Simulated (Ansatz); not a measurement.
Ansatz results at the PBE0-D4/def2-TZVP geometry: HOMO–LUMO gap (B3LYP/def2-TZVPP) 4.15 eV; HOMO–LUMO gap (PBE/def2-TZVPP) 2.26 eV; zero-point energy (PBE0-D4/def2-TZVP) 109.5 kJ/mol.

Task: Which molecule gave them?
A. `BCB(O)F`
B. `F[CH]([SiH3])[Al]([F])[Cl]`
C. `F[SiH]1C=N1`
D. `[SnH3][C]1=CO1`

Result: D. The others give `F[CH]([SiH3])[Al]([F])[Cl]`: 6.91, 5.17, 126.1; `F[SiH]1C=N1`: 5.37, 3.36, 81.1; `BCB(O)F`: 7.19, 5.19, 183.6.

B3LYP here is the variant with VWN-RPA as its local correlation; programs differ in this.
